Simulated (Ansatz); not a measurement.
`C[Si](F)([SiH3])Cl` + H–F → `C[Si](F)(F)[SiH3]` + HCl at 700 K and 1 bar (ligand exchange at the Si–Cl bond).

Calculated with Ansatz (gas phase, PBE0-D4/def2-TZVP geometries, no zero-point term in ΔE). CBS: MP2 limit from def2 TZ/QZ plus the TZ coupled-cluster correction, frozen cores. This one scheme is used for every species.

```
             species  CCSD(T)/CBS energy (Eh)  H − E (kJ/mol)  S (J/(mol·K))
`C[Si](F)([SiH3])Cl`              -1179.52206           265.2          515.2
                 H–F               -100.39570            45.2          198.5
 `C[Si](F)(F)[SiH3]`               -819.55181           266.3          502.6
                 HCl               -460.38127            38.4          211.8
```

H − E and S are ideal-gas, rigid-rotor, harmonic terms from PBE0-D4/def2-TZVP, for one conformer and one mirror image of each species. 1 Eh = 2625.50 kJ/mol, R = 8.31446 J/(mol·K).

Q: By hand: ΔE, ΔH, ΔS and ΔG.

A: ΔE = (-819.55181) + (-460.38127) − (-1179.52206) − (-100.39570) = -0.01532 Eh = -40.2 kJ/mol. Δ(H − E) = 266.3 + 38.4 − 265.2 − 45.2 = -5.7, so ΔH = -45.9 kJ/mol. ΔS = 502.6 + 211.8 − 515.2 − 198.5 = 0.7 J/(mol·K). ΔG = -45.9 − 700 × (0.7)/1000 = -46.4 kJ/mol.

Q: By hand: the equilibrium constant, and the temperature at which ΔG would vanish if ΔH and ΔS stayed fixed.

A: log₁₀ K = −ΔG/(RT ln 10) = 3.5. ΔH and −TΔS have one sign here, so there is no such temperature. One of them is within its doubt of zero, so this could turn.

The number of gas molecules stays the same, so ΔS is small and ΔH decides. A doubt of 5 kJ/mol in ΔE shifts log₁₀ K by 0.4 here. Other conformers and mirror images would add mixing entropy, several J/(mol·K) or more a flexible species. These are equilibria of isolated gas molecules and say nothing of rates. Largest T1 diagnostic: 0.012 (customary marks: 0.02 for closed shells, 0.045 for open ones).
